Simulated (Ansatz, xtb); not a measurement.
**Ranking isomers of C4H10OS2**

6 gas-phase structures of C4H10OS2, from a drawn sample of its isomers (lower ones may exist). Each was relaxed with GFN2-xTB; where two conformers were screened, the lower at r2SCAN-D4/def2-SVP is listed:

A. `CO[C@H](CS)SC`, a singlet
B. `CS[C@@H](C)[S@@](C)=O`, a singlet
C. `CO[C@H](C)SSC`, a singlet
D. `CCSC[S@](C)=O`, a singlet
E. `CSCC[S@](C)=O`, a singlet
F. `COCSCSC`, a singlet

Problem. Make a reasoned guess at their ranking by r2SCAN-D4/def2-SVP single-point energy.

Solution. Calculated order at r2SCAN-D4/def2-SVP: C (0.0), A (10.8), F (57.0), B (101.5), D (112.6), E (118.7) kJ/mol.

Energies above the lowest of each column, in kJ/mol; the last columns are at PBE-D3(BJ)/def2-SVP geometries and were run for some of them only (a dash: not run or not comparable):

```csv
structure,GFN2-xTB,HF/STO-3G,r2SCAN-D4/def2-SVP,PBE-D3(BJ)/def2-SVP,CCSD(T)/def2-SVP + ΔMP2/def2-TZVPP
C,0.0,0.0,0.0,0.0,0.0
A,54.8,17.5,10.8,16.5,18.2
F,103.1,4.7,57.0,52.1,–
B,98.1,450.0,101.5,–,–
D,104.0,449.6,112.6,–,–
E,107.8,447.1,118.7,–,–
```

Every level run on C puts it lowest or level with the lowest. Some further structures that were screened fall inside this span and aren't listed. Flexible structures stand in one conformer each, not always the lowest. Frequencies (GFN2-xTB) were run for A, C alone. The ΔMP2 step shifts differences by up to 21.5 kJ/mol, which makes them less sure. ΔMP2 is the change of the MP2 energy from the smaller to the larger basis.

Over these structures GFN2-xTB departs from r2SCAN-D4/def2-SVP by 22.6 kJ/mol on average once a common shift is removed. A GFN2-xTB relaxation took about 0.11 s and the r2SCAN-D4/def2-SVP energy about 1.3 s on a shared host (Ansatz 0.2.0, xtb 6.7.1).
